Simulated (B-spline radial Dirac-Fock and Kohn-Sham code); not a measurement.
# Dipole and non-dipole photoemission parameters of Gd⁺ 3p1/2

System: gadolinium as Gd⁺, [Xe] 4f7 5d1 6s1; threshold 1693.7 eV (orbital energy of the model). Level of theory: Dirac-Hartree-Slater photoionisation with a Latter tail; cross sections with all multipoles, angular parameters from the dipole term and its interference with E2; a B-spline atomic structure program.

Input file task.json (cfg lists n, l and occupation; rrms is the nuclear radius in fm):

```json
{"items": [{
  "Z": 64,
  "q": 1,
  "cfg": [[1, 0, 2], [2, 0, 2], [2, 1, 6], [3, 0, 2], [3, 1, 6], [3, 2, 10], [4, 0, 2], [4, 1, 6], [4, 2, 10], [4, 3, 7], [5, 0, 2], [5, 1, 6], [5, 2, 1], [6, 0, 1]],
  "A": 158,
  "rrms": 5.1569,
  "do": "xps",
  "hv": [50.9, 53.4, 65.8, 90.0, 170.0, 183.0, 285.0, 300, 333.0, 350.0, 492.0, 580.0, 589.0, 800, 1320.0, 1330.0, 2000, 2890.0, 2984.4, 3990.0, 4460.0, 5130.0, 5410.0, 5414.7, 5970.0, 6000, 6680.0, 8820.0, 12000, 15000]
}]}
```

Launch: `python xray2_run.py task.json out`

For linearly polarised light dσ/dΩ = σ/(4π) [1 + β P₂(cos θ) + (δ + γ cos²θ) sin θ cos φ], with θ from the polarisation vector and φ the angle between the beam and the projection of the electron momentum on the plane normal to the polarisation.

```tsv
hν (eV)	σ (kb)	β	γ	δ
2000	58.0	1.166	0.426	0.090
2890	33.9	1.538	0.045	0.007
2984.4	32.1	1.549	0.026	0.006
3990	19.1	1.599	0.002	0.001
4460	?	?	?	?
5130	11.6	1.595	0.145	0.004
5410	10.3	1.591	0.189	0.005
5414.7	10.3	1.591	0.190	0.005
5970	8.37	1.579	0.281	0.007
6000	8.28	1.579	0.286	0.007
6680	6.54	1.563	0.399	0.010
8820	3.45	1.509	0.742	0.023
12000	1.61	1.431	1.173	0.046
15000	0.907	1.365	1.501	0.069
```

Problem. Give the values at 4460 eV.

Solution. σ = 15.4 kb, β = 1.602, γ = 0.050, δ = 0.002.

Values without a named source are computed, but for edge energies of neutral atoms, which are taken from tables.
